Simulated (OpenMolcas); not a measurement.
**neutral chromium: from CASSCF to CASPT2**

```
Program             : OpenMolcas 26.06
Basis               : ANO-RCC-VQZP [7s6p4d3f2g1h]
Scalar Hamiltonian  : DKH2, point nucleus
Active space        : 6 electrons in 6 orbitals (3d 4s)
State averaging     : 2S+1 = 7 even, 1 root; 2S+1 = 5 even, 23 roots kept (CI in the orbitals of an earlier block); 2S+1 = 3 even, 9 roots kept (CI in the orbitals of an earlier block)
Spin-orbit coupling : state interaction with AMFI integrals over the reference wave functions, term energies averaged over their components
```

Methods on the same reference wave functions:
A. CASSCF
B. SS-CASPT2, IPEA 0.25 Eh, imaginary shift 0.1 Eh (closed shells correlated: 3s 3p)
C. MS-CASPT2, IPEA 0.25 Eh, imaginary shift 0.1 Eh (closed shells correlated: 3s 3p)

Energies in cm⁻¹ above 3d⁵ 4s ⁷S₃, the measured ground level; measured values from NIST Handbook of Basic Atomic Spectroscopic Data.

| Level | A | B | C | Measured |
| --- | --- | --- | --- | --- |
| 3d⁵ 4s ⁷S₃ | 0.0 | 0.0 | 0.0 | 0.0 |
| 3d⁵ 4s ⁵S₂ | 11253 | 6160 | 6160 | 7593 |
| 3d⁴ 4s² ⁵D₀ | 24653 | 7750 | 6150 | 7751 |
| 3d⁴ 4s² ⁵D₁ | 24702 | 7800 | 6210 | 7811 |
| 3d⁴ 4s² ⁵D₂ | 24800 | 7900 | 6310 | 7927 |
| 3d⁴ 4s² ⁵D₃ | 24948 | 8040 | 6460 | 8095 |
| 3d⁴ 4s² ⁵D₄ | 25145 | 8240 | 6660 | 8308 |
| 3d⁵ 4s ⁵G₄ | 27263 | 22750 | 22750 | 20524 |
| 3d⁵ 4s ⁵G₅ | 27263 | 22750 | 22750 | 20524 |
| 3d⁵ 4s ⁵G₃ | 27263 | 22750 | 22750 | 20521 |
| 3d⁵ 4s ⁵G₂ | 27263 | 22750 | 22750 | 20517 |
| 3d⁵ 4s ⁵G₆ | 27263 | 22750 | 22750 | 20520 |

Deviations, from unrounded energies. A percentage is the sum of absolute deviations over the sum of measured energies, with the sign that they share, or ± where signs differ.

```tsv
Against measurement	Levels	A	B	C
mean absolute deviation (cm-1)	11	11000	1200	1900
other terms of the ground configuration (%)	6	+33.9	±11.4	±11.4
other configurations (%)	5	+211.5	-0.4	-20.3
```

B lies closest to measurement on these levels and A furthest from it. The largest miss of B in the table is 3d⁵ 4s ⁵G₂, by +2200 cm-1. The ranking rests on the paired levels alone, and a cruder setting can come out closer through cancelling errors.

Between B and C the level of the table that moves most is 3d⁴ 4s² ⁵D₀, by 1600 cm-1 (lowest in C, highest in B). Moves below CASPT2's spread within the term are not significant.

The mean deviations of B to C differ by less than CASPT2's widest spread within a term (750 cm-1), so their order carries little weight.

From A to B the spin-free energies of the other terms of 3d⁵ 4s shown, above ⁷S, scale by factors of 0.55 to 0.83.

The lowest spin-free term lies below A's lowest term by 0.534 hartree in B, 0.534 hartree in C.

CASPT2 does not keep the components of a term degenerate, so their means are used; among the terms shown or strongly mixed into the levels shown the widest spread is 750 cm-1 (3d⁵ 4s ⁵G, C). Over all roots computed the reference weight is 0.83 to 0.90 in B, 0.83 to 0.90 in C; the roots of lowest weight are the least certain, and an intruder state may touch them. Terms from blocks run as CI alone lack orbitals of their own. A single d shell beside an s shell can misplace configurations of different d count against each other. Without dynamic correlation excited terms often stand tens of per cent too high (terms of higher spin than the ground term too low), and those without a measured partner can miss by more than the paired ones (holds for A). Some terms miss by over 15 % even with CASPT2, which points to a basis or an active space too small for the shells correlated (holds for B; C). Measured partners are found by configuration, term and J. A level has none where our copy of the source lacks it or the pairing is in doubt (some pairs that miss far off the trend of their configuration count as doubtful), and it then counts in no deviation. Levels of configurations outside the active space are missing. The table leaves out levels that lie high or whose names do not pair safely across all columns.
